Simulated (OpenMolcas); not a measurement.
# Cr: effect of correlating more closed shells

```json
{
 "Program": "OpenMolcas",
 "Basis": "ANO-RCC-VTZP [6s5p3d2f1g]",
 "Scalar Hamiltonian": "DKH2, point nucleus",
 "Active space": "6 electrons in 6 orbitals (3d 4s)",
 "State averaging": "2S+1 = 7 even, 1 root; 2S+1 = 5 even, 23 roots kept (CI in the orbitals of an earlier block); 2S+1 = 3 even, 9 roots kept (CI in the orbitals of an earlier block)",
 "Spin-orbit coupling": "state interaction with AMFI integrals over the reference wave functions, term energies averaged over their components"
}
```

Methods on the same reference wave functions:
A. CASSCF
B. MS-CASPT2, IPEA 0.25 Eh, imaginary shift 0.1 Eh (closed shells correlated: none)
C. MS-CASPT2, IPEA 0.25 Eh, imaginary shift 0.1 Eh (closed shells correlated: 3s 3p)

Energies in cm-1 above 3d5 4s 7S3, the measured ground level; measured values from NIST Handbook of Basic Atomic Spectroscopic Data.

| Level | A | B | C | Measured |
| --- | --- | --- | --- | --- |
| 3d5 4s 7S3 | 0.0 | 0.0 | 0.0 | 0.0 |
| 3d5 4s 5S2 | 11284 | 6470 | 6920 | 7593 |
| 3d4 4s2 5D0 | 24555 | 5470 | 5750 | 7751 |
| 3d4 4s2 5D1 | 24605 | 5520 | 5800 | 7811 |
| 3d4 4s2 5D2 | 24703 | 5630 | 5910 | 7927 |
| 3d4 4s2 5D3 | 24851 | 5780 | 6060 | 8095 |
| 3d4 4s2 5D4 | 25048 | 5980 | 6260 | 8308 |
| 3d5 4s 5G4 | 27262 | 24790 | 23410 | 20524 |
| 3d5 4s 5G5 | 27262 | 24790 | 23410 | 20524 |
| 3d5 4s 5G3 | 27262 | 24790 | 23410 | 20521 |
| 3d5 4s 5G6 | 27262 | 24790 | 23410 | 20520 |
| 3d5 4s 5G2 | 27262 | 24790 | 23410 | 20517 |

Deviations, from unrounded energies. A percentage is the sum of absolute deviations over the sum of measured energies, with the sign that they share, or ± where signs differ.

| Against measurement | Levels | A | B | C |
| --- | --- | --- | --- | --- |
| mean absolute deviation (cm-1) | 11 | 11000 | 3100 | 2300 |
| other terms of the ground configuration (%) | 6 | +33.9 | ±20.4 | ±13.7 |
| other configurations (%) | 5 | +210.2 | -28.9 | -25.3 |

C lies closest to measurement on these levels and A furthest from it. The largest miss of C in the table is 3d5 4s 5G2, by +2900 cm-1. The ranking rests on the paired levels alone, and a cruder setting can come out closer through cancelling errors.

Between B and C the level of the table that moves most is 3d5 4s 5G2, by 1400 cm-1 (lowest in C, highest in B). Moves below CASPT2's spread within the term are not significant.

From A to B the spin-free energies of the other terms of 3d5 4s shown, above 7S, scale by factors of 0.57 to 0.91.

The lowest spin-free term lies below A's lowest term by 0.112 hartree in B, 0.477 hartree in C.

What an inner shell adds also hangs on whether the basis holds functions to correlate it.

Term energies are means over components that CASPT2 splits; among the terms shown or strongly mixed into the levels shown the widest spread is 580 cm-1 (3d5 4s 5G, C). Over all roots computed the reference weight is 0.87 to 0.95 in B, 0.84 to 0.90 in C; the roots of lowest weight are the least certain, and an intruder state may touch them. Terms from blocks run as CI alone lack orbitals of their own. A single d shell beside an s shell can misplace configurations of different d count against each other. Without dynamic correlation excited terms often stand tens of per cent too high (terms of higher spin than the ground term too low), and those without a measured partner can miss by more than the paired ones (holds for A). Some terms miss by over 15 % even with CASPT2, which points to a basis or an active space too small for the shells correlated (holds for B). Measured partners are found by configuration, term and J. A level has none where our copy of the source lacks it or the pairing is in doubt (some pairs that miss far off the trend of their configuration count as doubtful), and it then counts in no deviation. Levels of configurations outside the active space are missing. Levels that lie high or do not pair safely by name in every column are left out.
